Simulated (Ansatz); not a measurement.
AlH6NSiTe (`N[SiH2][AlH][TeH]`). The species carries charge 0 and has multiplicity 1. Te: def2 effective core potential. The geometry is a stationary point of PBE0-D4/def2-TZVP. It is one conformer, not always the lowest.

```xyz
10

N     0.646    0.079   -2.235
Si   -0.596    0.132   -1.023
Al    0.084   -0.437    1.282
Te   -0.765    1.044    3.155
H     1.052   -0.813   -2.472
H     1.361    0.790   -2.220
H    -1.669   -0.811   -1.455
H    -1.163    1.511   -1.044
H     1.043   -1.635    1.700
H     0.007    0.142    4.312
```

Task: What is the dipole moment at r2SCAN/def2-TZVPP? (Best estimate.)

Result: Ansatz gave: 1.69 D, with components (1.42, -0.49, -0.77) D in this frame, pointing from negative to positive charge.

Task: And with PBE, B3LYP, ωB97M-V? (An estimate is asked.)

Result: The calculation gave: PBE 1.62 D, B3LYP 1.66 D, ωB97M-V 1.80 D.

Task: Give the Mulliken charges with r2SCAN, ωB97M-V, PBE in def2-TZVPP. (Estimate.)

Result: The calculation gave: 
```csv
atom,r2SCAN,ωB97M-V,PBE
N1,-0.44,-0.36,-0.38
Si2,0.20,0.14,0.14
Al3,0.38,0.30,0.27
Te4,-0.14,-0.14,-0.11
H5,0.15,0.12,0.15
H6,0.15,0.11,0.15
H7,-0.08,-0.03,-0.06
H8,-0.08,-0.03,-0.05
H9,-0.16,-0.10,-0.11
H10,0.00,0.00,-0.01
```

B3LYP here is the variant with VWN-RPA as its local correlation; programs differ in this.
